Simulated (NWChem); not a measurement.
System: MgHOCl; SMILES [OH][Mg][Cl]

```xyz
4

Mg     0.1067     0.4183     0.0022
Cl    -0.2190    -1.7341    -0.0067
O      0.3198     2.1561     0.0132
H      0.6536     3.0419     0.0287
```
Atoms are numbered in this order, from 1.

Program: NWChem. The geometry was optimised at PBE0-D3(BJ)/def2-TZVP. LC-ωPBE (HJS hole) with def2-SVP; x = 1 − exp(−ω/0.25 bohr⁻¹) is a scale chosen for this fit.

```csv
row,x,−ε(HOMO) (eV)
ω = 0.15,0.451,8.69
ω = 0.20,0.551,9.31
ω = 0.25,0.632,withheld
ω = 0.35,0.753,10.78
ω = 0.40,0.798,11.15
```

Question: Fit a straight line of the last column on the one before it, predict the withheld value, and compare with the run.

Answer: 
1. Means of the 4 shown rows: x = 0.6382, y = 9.982. Slope Σ(x − x̄)(y − ȳ)/Σ(x − x̄)² = 0.5787/0.08136 = 7.113; intercept 5.443.
2. The shown rows scatter about the line by 0.037 (root mean square); the largest residual is -0.05, at ω = 0.20.
3. At x = 0.632 (ω = 0.25; inside the shown range) the line gives 9.94.
4. The run gives 9.87, -0.07 from the line, 1.9 times the scatter.
